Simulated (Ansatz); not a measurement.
Basis-set extrapolation for `CBCNC` (PBE0-D4/def2-TZVP geometry, frozen core, Ansatz). Multiplicity 1, RHF reference.

```json
{"": "HF", "def2-TZVPP": "-198.614541", "def2-QZVPP": "-198.624279"}
{"": "MP2 correlation", "def2-TZVPP": "-0.844996", "def2-QZVPP": "-0.899473"}
{"": "CCSD(T) correlation", "def2-TZVPP": "-0.934983", "def2-QZVPP": "not run"}
```

Energies in hartree. Use E(X) = E(∞) + A·exp(−7.88·√X) for Hartree–Fock and E(X) = E(∞) + B·X^(−2.97) for correlation, with X = 3 and 4, and add CCSD(T) minus MP2 of the smaller set to the MP2 limit.

What is the CCSD(T) energy at the basis-set limit?

HF limit: -198.624279 + (-0.009738) × 0.13774 = -198.62562. MP2 limit: -0.899473 + (-0.054477) × 0.74074 = -0.93983. Higher-order term: -0.934983 − (-0.844996) = -0.08999. Total: -199.65544 hartree, 2.88 eV below CCSD(T)/def2-TZVPP.
